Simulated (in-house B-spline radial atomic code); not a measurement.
Atomic self-consistent-field run: Te⁺ (an excited or competing configuration). Method: scalar-relativistic (X2C) B3LYP, spin-polarised, spherical fractional occupations, exact exchange averaged over the configuration, Fermi nucleus of rms radius 4.7423 fm. Calculated with a B-spline radial code for spherical atoms.

Command:
```bash
python run_scf.py task.json out
```
Settings (nuclear radius in fm, mass in u):
```
Z                52
configuration    [Kr] 4d9 4f1 5s2 5p3
hamiltonian      x2c
method           b3lyp
spin_polarised   True
nucleus          fermi
rms_radius       4.7423
atomic_mass      129.90622
speed_of_light   137.035999084
exact_exchange   averaged over the configuration
```

Output (hartree, bohr):
```
 radial grid: 81 intervals, B-splines of order 8, outer radius 60 bohr

 iter        energy (Eh)    residual
    1       -6786.998432    4.49e-01
    2       -6787.739000    3.13e-01
    3       -6791.521591    1.59e-02
    4       -6791.539089    5.01e-03
    5       -6791.539996    2.48e-03
    6       -6791.540116    7.39e-04
    7       -6791.540135    9.10e-05
    8       -6791.540135    1.82e-05
    9       -6791.540135    4.66e-06
   10       -6791.540135    2.72e-07

 total energy                     -6791.54014
 kinetic                            7183.4025
 electron-nucleus                 -16460.2789
 Hartree                            2662.0374
 exact exchange                      -34.6746
 exchange-correlation               -142.0266

 orbital      occ     eigenvalue          <r>       <r^2>       <1/r>       r_max
 1s up      1.000     -1163.9528     0.027212  0.00101338     58.2884     0.01722
 1s down    1.000     -1163.9473    0.0272119  0.00101337     58.2886     0.01722
 2s up      1.000      -180.0113     0.119303   0.0168483      13.256      0.1012
 2s down    1.000      -179.9945     0.119299   0.0168472     13.2565      0.1012
 2p up      3.000      -161.7763     0.104467   0.0133385     12.2484     0.08091
 2p down    3.000      -161.7594     0.104463   0.0133376     12.2487     0.08091
 3s up      1.000       -36.8485     0.321607    0.118368     4.66787      0.2926
 3s down    1.000       -36.8364     0.321571    0.118331     4.66783      0.2927
 3p up      3.000       -30.8779     0.319682    0.118645     4.35154      0.2861
 3p down    3.000       -30.8634     0.319648    0.118606     4.35142      0.2862
 3d up      5.000       -21.7944     0.296535     0.10414     4.09169      0.2377
 3d down    5.000       -21.7757     0.296594     0.10418     4.09082      0.2378
 4s up      1.000        -7.1105     0.760912    0.654033     1.85588      0.6997
 4s down    1.000        -7.0475     0.760951    0.654027      1.8555      0.6998
 4p up      3.000        -5.2242     0.814377    0.755551     1.68192      0.7353
 4p down    3.000        -5.1559     0.814577    0.755723     1.68088      0.7356
 4d up      5.000        -2.4333     0.949427     1.05392     1.39627      0.8036
 4d down    4.000        -2.3784      0.94611     1.04506     1.40021      0.8037
 4f up      1.000        -0.1021      7.09921     59.9034    0.185428       6.591
 5s up      1.000        -1.2265      1.92368     4.15417    0.679785       1.719
 5s down    1.000        -1.1075      1.92923     4.19375    0.681071       1.709
 5p up      3.000        -0.7943      2.24794     5.70413    0.572655       1.973
```

Time taken, with all properties: 0.68 s on 1 thread of Intel(R) Xeon(R) Platinum 8375C CPU @ 2.90GHz (shared host).

One-electron X2C: radii and densities carry no picture-change correction, so inner-shell <1/r> comes out high (for 1s by about 2 % at Z = 33, 5 % at 54, 10 % at 75, 30 % at 118) and <r> low.
